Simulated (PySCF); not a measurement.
Problem. What does the GFN2-xTB structure of 3-methylanisole (`COc1cccc(C)c1`) look like in three dimensions?

Solution. 
```
atom  x, y, z in Å
C1     2.5909   -1.1843    1.6499
O2     1.4003   -0.4441    1.7515
C3     0.6504   -0.2634    0.6254
C4     0.9738   -0.7554   -0.6330
C5     0.1289   -0.4995   -1.7006
C6    -1.0289    0.2326   -1.5300
C7    -1.3661    0.7263   -0.2735
C8    -2.6115    1.5378   -0.0794
C9    -0.5207    0.4744    0.7921
H10    2.4000   -2.2125    1.3245
H11    3.3021   -0.7129    0.9632
H12    3.0163   -1.1987    2.6522
H13    1.8696   -1.3334   -0.7947
H14    0.3857   -0.8829   -2.6777
H15   -1.6766    0.4227   -2.3729
H16   -2.3900    2.5968   -0.2161
H17   -3.3735    1.2568   -0.8029
H18   -3.0089    1.4040    0.9238
H19   -0.7517    0.8448    1.7791
```

Any rigid rotation of these coordinates is as good. Atoms count from 1 in this order. Of the pairs four or more bonds apart, C1···H13 is among the closest relative to their van der Waals radii: 2.55 Å, 88 % of the sum of Bondi's values. O2 (aryl ether oxygen) is bent (angle 118.4°). The C–O distances run from 1.365 Å (O2–C3, drawn single) to 1.406 Å (C1–O2, drawn single), a spread of 0.041 Å. The 9 heavy atoms lie in one plane (0.004 Å rms).

Bonds between heavy atoms (Å): C1–O2 1.406, O2–C3 1.365, C3–C4 1.389, C4–C5 1.385, C5–C6 1.380, C6–C7 1.391, C7–C8 1.499, C7–C9 1.383, C3–C9 1.394.

Computed geometry: GFN2-xTB, gas phase.

Whether it is a minimum is left open (no frequencies). One conformer, not necessarily the lowest (C1–O2–C3–C4 0°).
